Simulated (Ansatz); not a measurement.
A structure relaxed at r2SCAN-D4/def2-TZVP in Ansatz, charge 1, singlet:

Cartesian coordinates in Å:
```
Cu 1.3332 -0.1950 0.2288
Se -0.7523 -0.9558 -0.5135
Se -0.5809 1.1508 0.2847
```

Give its formula.

the cluster CuSe2⁺.

Summarise the bond lengths by kind (pairs closer than 1.2 times the sum of covalent radii, bridged metal pairs left out).

2 × Cu–Se 2.34 Å; 1 × Se–Se 2.26 Å. The metal has 2 neighbours: Se 2.34 Å, Se 2.34 Å.

The restricted singlet is unstable towards broken spin symmetry at other levels; at r2SCAN-D4/def2-TZVP this wasn't settled. An occupied level lies above an empty one. Another isomer (triplet) lies 0.70 eV lower at PBE0-D4/def2-TZVP; other spin states weren't run for this one.
